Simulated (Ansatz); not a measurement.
Reaction (cleavage of the B–Ge bond): `[BH2][GeH]([CH3])[F]` + `CC(O)[SiH3]` → `BOC(C)[SiH3]` + `[CH3][GeH2][F]`

Program: Ansatz. Geometries: PBE0-D4/def2-TZVP. ΔE: electronic, gas phase. CBS: MP2 limit from def2 TZ/QZ plus the TZ coupled-cluster correction, frozen cores. DFT in def2-TZVPP. B3LYP here is the variant with VWN-RPA as its local correlation; programs differ in this. For Ge outer-core shells are correlated without core-valence functions, which leaves a few kJ/mol of doubt a bond. Scalar relativity is left out up to krypton. One conformer a species, not always the lowest.

| level | ΔE (eV) |
| --- | --- |
| B3LYP | -1.76 |
| HF/CBS(def2) | -1.77 |

(1) What does CCSD(T)/CBS give? (Estimate.)

Largest T1 diagnostic among the species: 0.013.

## Answers

(1) Computed: -1.69 eV. The listed levels differ from it by -0.07, -0.08 eV.
